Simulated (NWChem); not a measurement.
System: CH$_{3}$BaFO; SMILES C[O][Ba][F]

NWChem input:

```
start job
memory heap 200 mb stack 700 mb global 900 mb
geometry units angstroms noautosym
  Ba     0.233406    -0.658586     0.004846
  F     -1.731809    -1.748490    -0.023367
  O      0.095571     1.632019     0.006883
  C     -0.337123     2.934017    -0.003543
  H     -0.726009     3.270451     1.026098
  H      0.501869     3.667968    -0.292449
  H     -1.195783     3.103459    -0.751168
end
basis spherical
  * library def2-svp
end
ecp
  Ba library def2-ecp
end
dft
  xc pbe0
  grid fine
  iterations 150
end
driver
  maxiter 120
  tight
end
task dft optimize
dft
  grid fine
  convergence energy 1d-8 density 1d-7
end
task dft freq numerical
```

def2 effective core potentials on Ba; no spin-orbit coupling.

The level has its own optimisation; frequencies are unscaled.

Predict the main results of this run. (PBE0/def2-SVP with def2 effective core potentials on Ba.) Quantities: r Ba–F (Å); r Ba–O (Å); r Ba–C (Å); r C–O (Å); highest harmonic frequency (cm⁻¹); lowest (cm⁻¹); zero-point energy (kcal/mol).


```json
{
  "r Ba–F (Å)": "2.248",
  "r Ba–O (Å)": "2.296",
  "r Ba–C (Å)": "3.633",
  "r C–O (Å)": "1.372",
  "highest harmonic frequency (cm⁻¹)": "2978",
  "lowest (cm⁻¹)": "31",
  "zero-point energy (kcal/mol)": "25.8"
}
```
